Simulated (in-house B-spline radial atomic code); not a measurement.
RPA and G0W0 for neutral cadmium, [Kr] 4d10 5s2, as one setting changes: the highest l of the empty states. Start: Hartree-Fock. A dash marks a level of low quasi-particle weight. Computed with a B-spline radial code for spherical atoms: all electrons, scalar-relativistic (spin-free one-electron X2C), finite nucleus, each spin shell either full or empty, empty states to the listed l with an (l + 1/2)⁻⁴ tail; G0W0 by contour deformation at full frequency.

| highest l of the empty states | RPA summed (Eh) | RPA extrapolated (Eh) | G0W0 level (eV) |
| --- | --- | --- | --- |
| 4 | -2.8977 | -3.4168 | 5s -8.927 |
| 5 | ? | ? | ? |
| 6 | -3.2553 | -3.4588 | 5s -8.959 |
| 7 | -3.3191 | -3.4497 | 5s -8.956 |
| 8 | -3.3543 | -3.4376 | 5s -8.954 |
| 9 | -3.3751 | -3.4315 | 5s -8.953 |
| 10 | ? | ? | ? |
| 11 | -3.3968 | -3.4258 | 5s -8.952 |

Task: What belongs in the row for 5?

Result: RPA summed (Eh): -3.1367; RPA extrapolated (Eh): -3.4697; G0W0 level (eV): 5s -8.966.

Task: What belongs in the row for 10?

Result: RPA summed (Eh): -3.3882; RPA extrapolated (Eh): -3.428; G0W0 level (eV): 5s -8.953.
